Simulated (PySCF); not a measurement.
# Gas-phase XPS of `C[Si@@H]1[SiH2][SiH2][Si@H]1C1CC1`, computed

Species: C₄H₁₄Si₄.
Numbering: `[CH3:1][Si@@H:2]1[SiH2:3][SiH2:4][Si@H:5]1[CH:6]1[CH2:7][CH2:8]1`

Computed, not measured: PySCF, delta-SCF UKS SCAN, pcX-2 on the ionised atom, pcseg-1 elsewhere, spin-free X2C. Each binding energy is the total energy of the core-ionised species, with the hole localised on one atom, minus that of the ground state; both are solved self-consistently, so orbital relaxation is included.

**Question.** Give the core binding energies atom by atom.

**Answer.** 
```
atom(s)                  environment     level  binding energy (eV)  2p1/2 (eV)  above the level's lowest (eV)  count
    Si4                 SiH2 silicon     Si 1s              1845.44           –                          +0.15      1
    Si3                 SiH2 silicon     Si 1s              1845.41           –                          +0.12      1
    Si2                  SiH silicon     Si 1s              1845.32           –                          +0.03      1
    Si5                  SiH silicon     Si 1s              1845.29           –                           0.00      1
     C8   three-membered-ring carbon      C 1s               290.50           –                          +0.50      1
     C7   three-membered-ring carbon      C 1s               290.46           –                          +0.46      1
     C6  sp3 carbon bound to silicon      C 1s               290.00           –                           0.00      1
     C1             Si-methyl carbon      C 1s               290.00           –                           0.00      1
    Si4                 SiH2 silicon  Si 2p3/2               105.77      106.39                          +0.21      1
    Si3                 SiH2 silicon  Si 2p3/2               105.72      106.34                          +0.16      1
    Si2                  SiH silicon  Si 2p3/2               105.62      106.24                          +0.06      1
    Si5                  SiH silicon  Si 2p3/2               105.56      106.18                           0.00      1
```

Lowest listed C 1s: C1, bonded to 3 H and Si. Highest, 0.50 eV above it: C8, bonded to 2 C and 2 H. Summing the Pauling electronegativity differences to the bonded atoms, each weighted by its formal bond order, gives -1.70 for the lowest site and -0.70 for the highest; no listed site has a larger sum than the highest. The values 290.00 and 290.00 eV; the values 290.46 and 290.50 eV lie too close for their order to be trusted.

The 4 Si 1s values lie within 0.15 eV of each other; Gaussian lines of 0.5 eV full width would blend them into one maximum.

The 4 Si 2p3/2 values lie within 0.21 eV of each other.

**Question.** Give the binding energy of Si 1s of Si4 in hartree and in kJ/mol.

**Answer.** 1845.44 eV = 67.8187 Eh = 178058 kJ/mol.

**Question.** What is the longest wavelength that can ionise Si 1s of Si4 vertically?

**Answer.** λ = hc/E = 12398.42 eV Å / 1845.44 eV = 6.718 Å.

For 2p shells one spin-free hole was relaxed; a mean-field spin–orbit operator and the ground-state splitting of the three 2p orbitals were then diagonalised within the shell. The shell's mean is (2 × 2p3/2 + 2p1/2)/3, and the degeneracies 2j + 1 give areas of 2:1. 2p1/2 minus 2p3/2 (ligand field included): Si 0.62 eV. One conformer (not necessarily the lowest) at the PBE0-D3(BJ)/def2-SVP geometry, without solvent, vibrations or thermal averaging.

The values belong to the conformer `[CH3:1][Si@@H:2]1[SiH2:3][SiH2:4][Si@H:5]1[CH:6]1[CH2:7][CH2:8]1`: Si4–Si5–C6–C7 -50°.
